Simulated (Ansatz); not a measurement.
## Ligand exchange: CH2Br2 + InH2I → CH2BrI + InH2Br

Species: CH2Br2 (dibromomethane) `BrCBr`, singlet; InH2I `[InH2][I]`, singlet; CH2BrI (bromoiodomethane) `BrCI`, singlet; InH2Br `[Br][InH2]`, singlet. The partners trade Br for I: C–Br and In–I bonds give way to C–I and In–Br.

Shapes, held fixed at every level: PBE0-D4/def2-TZVP. Programs: Ansatz 0.2.0. The zero-point and thermal change to 298 K, harmonic and unscaled (PBE0-D4/def2-TZVP), is -0.8 kJ/mol.

| level | kind | ΔH(298 K) (kJ/mol) | less CCSD(T)/def2-TZVPP | CPU time (sum over the molecules) |
| --- | --- | --- | --- | --- |
| HF/def2-TZVPP | Hartree–Fock | +1.4 | +4.0 | – |
| PBE-D4/def2-TZVPP | GGA | -0.5 | +2.1 | 15 s |
| r2SCAN-D4/def2-TZVPP | meta-GGA | -0.9 | +1.7 | 30 s |
| B3LYP-D4/def2-TZVPP | global hybrid | -2.4 | +0.2 | 25 s |
| r2SCAN0-D4/def2-TZVPP | global hybrid | +0.9 | +3.5 | 30 s |
| wB97X-V/def2-TZVPP | range-separated hybrid | -0.9 | +1.7 | 46 s |
| CCSD/def2-TZVPP | coupled cluster or CI | -1.9 | +0.7 | – |
| CCSD(T)/def2-TZVPP | coupled cluster or CI | -2.6 | 0.0 | 1.9 min |

The highest level, CCSD(T)/def2-TZVPP, gives ΔH(298 K) = -2.6 kJ/mol; the levels span -2.6 to +1.4. That is about zero within the method's error. They disagree on the sign: 2 of 8 are positive. The column of differences is taken from that level and isn't an error. No measured value is set beside it here. For atoms past krypton def2 sets carry core potentials with scalar relativity. Relativity is left out for Br unless named. Correlated rows may include outer-core shells of Br, I, In, which these sets cover unevenly. Times are processor times on shared x86 and Arm servers, and rough.
